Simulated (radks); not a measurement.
Results of a calculation; reference values are marked as such.
Ionisation of the germanium ion Ge3+, [Ar] 3d10 4s1, to [Ar] 3d10 as the strength of local exchange is varied. Level of theory: Dirac Kohn-Sham, Slater X-alpha exchange (alpha = 2/3 is LDA exchange), no correlation, spin-unpolarised, spherical densities, finite nucleus; Fermi nuclear charge, rms radius 4.0742 fm (a radial shooting solver on a logarithmic mesh with Libxc functionals).

alpha  E(Ge3+) (hartree)  exchange (hartree)  IE (eV)  -e of the level emptied (eV)  <r> of it (bohr)
0.611        -2085.02745           -66.67804   44.660                38.856 (4s1/2)             1.867
0.612        -2085.13658           -66.79062   44.672                38.868 (4s1/2)             1.866
0.667        -2091.14753           -72.99971   45.351                39.564 (4s1/2)             1.852
0.899        -2116.69006           -99.56291   48.246                42.549 (4s1/2)             1.792
0.919        -2118.90615          -101.88094   48.498                42.810 (4s1/2)             1.787

NIST Atomic Spectra Database: 45.716 eV (measured). The Delta-SCF value meets it near alpha = 0.70. Spin polarisation and multiplet splitting are left out, so open shells lie too high by an amount that depends on their filling.

Beside tabulated values, note that spin-unpolarised runs miss the spin-polarisation part of the exchange energy of open shells.
